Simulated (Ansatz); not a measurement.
`CCBB[SiH3]` and `CCBBO` differ in one atom or group.

Ansatz, PBE0-D4/def2-TZVP geometries, multiplicity 1. Each molecule was computed in one conformer, which needn't be the lowest.

```
                                          property  `CCBB[SiH3]`
               HOMO energy (B3LYP/def2-TZVPP) / eV         -7.48
               HOMO–LUMO gap (PBE/def2-TZVPP) / eV          3.42
                 LUMO energy (PBE/def2-TZVPP) / eV         -3.01
               LUMO energy (B3LYP/def2-TZVPP) / eV         -2.24
             HOMO energy (ωB97M-V/def2-TZVPP) / eV         -9.84
size of the dipole moment (ωB97M-V/def2-TZVPP) / D          0.82
```

(1) What does the change do to each property? (Best estimate.)

Results:

(1) Computed: 
```tsv
property	`CCBBO`	shift
HOMO energy (B3LYP/def2-TZVPP) / eV	-7.25	0.23
HOMO–LUMO gap (PBE/def2-TZVPP) / eV	3.66	0.24
LUMO energy (PBE/def2-TZVPP) / eV	-2.40	0.61
LUMO energy (B3LYP/def2-TZVPP) / eV	-1.66	0.58
HOMO energy (ωB97M-V/def2-TZVPP) / eV	-9.70	0.14
size of the dipole moment (ωB97M-V/def2-TZVPP) / D	1.90	1.08
```

With PBE0 the HOMO rises by 0.24 eV and the LUMO rises by 0.64 eV, so the gap widens by about 0.40 eV. PBE moves the HOMO by 0.37 eV and ωB97M-V by 0.14 eV. Dipoles are sizes alone; their direction can turn.

B3LYP here is the variant with VWN-RPA as its local correlation; programs differ in this.
